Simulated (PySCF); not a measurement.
## Computed spin Hamiltonian

Species: C₂H₁₁NO₂Si₂ (charge +1 and doublet state).
Z-matrix (Å and degrees, GFN2-xTB geometry), rows numbered from 1:
```
C 
N   1  1.4084
C   2  1.4080  1  117.93
Si  2  1.7916  1  119.99  3  -175.90
O   4  1.6024  2   99.08  1   -28.70
O   4  1.5922  2  105.37  1  -148.88
Si  6  1.6555  4  173.51  2  -172.94
H   1  1.0888  2  112.44  3    -5.33
H   1  1.0959  2  109.21  3  -128.62
H   1  1.0964  2  110.24  3   117.46
H   3  1.0977  2  110.52  1    57.37
H   3  1.0863  2  110.44  1   178.75
H   3  1.0983  2  110.97  1   -59.38
H   4  1.4483  2  107.29  1    92.68
H   5  0.9545  4  125.72  2  -176.69
H   7  1.4619  6  103.60  4    92.14
H   7  1.4634  6  103.34  4  -150.19
H   7  1.4572  6  104.96  4   -29.47
```

The hyperfine couplings belong to this conformer and change with its torsions.

Identity: `[SiH3]O[Si@@H](O)[N+](C)C` [radical] (charge +1).

Method: UKS B3LYP, pcH-1 on C H N O Si, non-relativistic, mean-field spin-orbit, GIAO (PySCF). Geometry: GFN2-xTB, one conformer, isolated ion. Couplings are sensitive to structure, and on GFN2-xTB geometries they can be far from those on DFT ones, by a factor of two or more for some ions and for spin on atoms past the first row. No stability test was run, so a lower SCF solution isn't excluded.

| Item | Value |
| --- | --- |
| g1, g2, g3 | 2.00223, 2.00433, 2.00452 |
| g_iso | 2.00369 |
| Form of g | close to axial: the two nearest values differ by 8 % of g3 − g1 |
| ⟨S²⟩ | 0.7540 (exact 0.7500) |
| Total energy | -866.92188 Eh |
| Basis functions | 305 |

Isotropic coupling and dipolar principal values T1 to T3, in mT (MHz turned into mT with g_iso):

| atom | isotope | a_iso | of which spin–orbit | T1 | T2 | T3 | Mulliken spin population |
| --- | --- | --- | --- | --- | --- | --- | --- |
| C1 | 13C | -1.11 | 0.00 | -0.25 | -0.02 | 0.28 | -0.03 |
| N2 | 14N | 1.27 | 0.00 | -1.40 | -1.40 | 2.80 | 0.80 |
| C3 | 13C | -1.19 | 0.00 | -0.22 | 0.01 | 0.21 | -0.04 |
| Si4 | 29Si | 0.89 | 0.00 | -0.03 | 0.00 | 0.03 | -0.02 |
| O5 | 17O | 0.01 | 0.00 | -0.07 | 0.02 | 0.05 | 0.00 |
| O6 | 17O | -0.13 | 0.00 | -0.09 | 0.04 | 0.05 | 0.00 |
| Si7 | 29Si | 0.01 | 0.00 | -0.02 | 0.01 | 0.01 | 0.00 |
| H8 | 1H | 0.01 | 0.00 | -0.16 | -0.14 | 0.29 | 0.00 |
| H9 | 1H | 5.55 | 0.00 | -0.28 | -0.14 | 0.42 | 0.06 |
| H10 | 1H | 6.33 | 0.00 | -0.27 | -0.13 | 0.40 | 0.07 |
| H11 | 1H | 5.73 | 0.00 | -0.25 | -0.13 | 0.39 | 0.06 |
| H12 | 1H | 0.01 | 0.00 | -0.17 | -0.16 | 0.33 | 0.00 |
| H13 | 1H | 6.22 | 0.00 | -0.26 | -0.12 | 0.38 | 0.07 |
| H14 | 1H | 1.45 | 0.00 | -0.13 | -0.05 | 0.18 | 0.02 |
| H15 | 1H | -0.04 | 0.00 | -0.06 | -0.05 | 0.12 | 0.00 |
| H16 | 1H | 0.02 | 0.00 | -0.02 | -0.02 | 0.05 | 0.00 |
| H17 | 1H | 0.01 | 0.00 | -0.03 | -0.03 | 0.06 | 0.00 |
| H18 | 1H | 0.02 | 0.00 | -0.02 | -0.02 | 0.04 | 0.00 |

The Mulliken spin populations are largest on N2 (+0.80), H13 (+0.07), H10 (+0.07) and H11 (+0.06). No atom but N2 exceeds +0.15. The angles at N2 add up to 359.9°, so it is planar.

Axes: g2 points within 15° of the N2–Si4 bond.

Under fast tumbling the dipolar parts average out, and these isotropic splittings remain: 6 × 1H (H8 (×6), I = 1/2, 7 lines) with 3.98 mT, 1 × 1H (H14, I = 1/2, 2 lines) with 1.45 mT, 1 × 14N (N2, I = 1, 3 lines) with 1.27 mT and 1 × 1H (H15, I = 1/2, 2 lines) with 0.04 mT.

Nuclei that the bonding pattern makes equivalent are averaged, as if the motion that swaps them (rotation, inversion, ring flip) were fast. The six 1H nuclei of mean +111.5 MHz run from 0.3 to 177.5 MHz in the frozen geometry.

The 29Si coupling of Si4 (25.1 MHz) shows only in satellite lines or after enrichment, since that isotope makes up about 4.7 % of natural silicon.

The 13C coupling of C1/C3 (mean -32.3 MHz) shows only in satellite lines or after enrichment, since that isotope makes up about 1.07 % of natural carbon.

The spin density at the nucleus, in bohr⁻³, is negative for C1/C3 (-0.0288) and Si4 (-0.0283), for instance. A restricted open-shell determinant has no negative spin density anywhere; here it arises because α and β orbitals differ (spin polarisation).
